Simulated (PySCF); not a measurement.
A structure optimised at PBE-D3(BJ)/def2-SVP, used in a PySCF frequency run:

```
C
C 1 1.5345
H 2 1.1073 1 111.16
H 2 1.1073 3 107.32 1 -121.75
H 2 1.1086 3 108.55 4 -117.14
C 1 1.5356 2 108.60 3 -59.74
O 6 1.2166 1 125.98 2 0.00
O 6 1.3603 7 122.71 1 180.00
C 8 1.4311 6 115.35 7 0.00
H 9 1.1047 8 106.21 6 180.00
H 9 1.1090 10 110.41 8 -120.34
H 9 1.1090 10 110.41 11 -119.33
C 1 1.5437 2 110.44 3 -178.93
H 13 1.1069 1 111.15 2 179.30
H 13 1.1090 14 108.26 1 122.37
H 13 1.1093 14 108.45 15 116.76
C 1 1.5437 2 110.44 3 59.44
H 17 1.1069 1 111.15 2 -179.30
H 17 1.1090 18 108.26 1 -122.37
H 17 1.1093 18 108.45 19 -116.76
```
Charge 0, spin multiplicity 1.

Write its SMILES, formula and point group.

COC(=O)C(C)(C)C, C6H12O2, Cs

What are its rotational constants (standard atomic weights)?

3.1141, 1.4945, 1.3131 GHz
